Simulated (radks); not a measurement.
Values are calculated unless marked as measured or tabulated.
Question: Sn+, 49 electrons, occupied as [Kr] 4d10 5s2 5p1. Code: a radial shooting solver on a logarithmic mesh with Libxc functionals. Model: scalar-relativistic Kohn-Sham, BLYP, spin-polarised, spherical densities, point nucleus; open shells are filled with parallel spins first (spin-orbit coupling, left out, can overturn this in heavy ions). Some entries of the table are withheld. Estimate them.

orbital  occ.  eigenvalue (hartree)  <1/r> (bohr^-1)
1s up       1             -1066.713            53.09
1s down     1             -1066.712            53.09
2s up       1             -161.2803            12.11
2s down     1             -161.2800            12.11
2p up       3             -144.8231            11.65
2p down     3             -144.8225            11.65
3s up       1             -31.34474            4.301
3s down     1             -31.34412            4.301
3p up       3             -25.96812            4.095
3p down     3             -25.96741            4.095
3d up       5             -17.68760            3.865
3d down     5             -17.68695            3.865
4s up       1              -5.20521            1.697
4s down     1              -5.20373            1.697
4p up       3                   (1)              (2)
4p down     3                   (3)              (4)
4d up       5                   (5)            1.217
4d down     5                   (6)            1.219
5s up       1              -0.66265           0.5570
5s down     1              -0.64101           0.5596
5p up       1              -0.38544           0.4382
5p down     0              -0.36333           0.4349

Answer: 
(1) 4p up eigenvalue (hartree): -3.57982
(2) 4p up <1/r> (bohr^-1): 1.540
(3) 4p down eigenvalue (hartree): -3.57824
(4) 4p down <1/r> (bohr^-1): 1.540
(5) 4d up eigenvalue (hartree): -1.23458
(6) 4d down eigenvalue (hartree): -1.23096
